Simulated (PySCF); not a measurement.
Al(H)(F)(Vi), SMILES C=[CH][AlH][F] (C2H4AlF), PBE0/def2-SVP optimised geometry.

```
8

Al     0.27    -1.15     0.00
H      1.85    -1.15     0.00
F     -0.50    -2.63     0.00
C     -0.76     0.49     0.00
C     -0.10     1.66    -0.01
H     -1.85     0.52     0.01
H     -0.62     2.63    -0.01
H      0.99     1.72    -0.01
```

Density from PBE0/def2-TZVP run with PySCF at that geometry.

Minimum of the electron density along straight lines between bonded atoms, close to the bond critical point (lines longer than 1.1 times the sum of covalent radii, or with two minima, are not listed):

```tsv
bond	length / Å	ρ at the minimum / e bohr⁻³	∇²ρ there / e bohr⁻⁵	position (fraction from the first atom)
Al1–H2	1.581	0.084	0.20	0.50
Al1–F3	1.668	0.108	0.87	0.43
Al1–C4	1.932	0.090	0.29	0.41
C4–C5	1.344	0.342	-1.02	0.49
C4–H6	1.098	0.273	-0.93	0.65
C5–H7	1.098	0.277	-0.97	0.65
C5–H8	1.098	0.277	-0.96	0.65
```
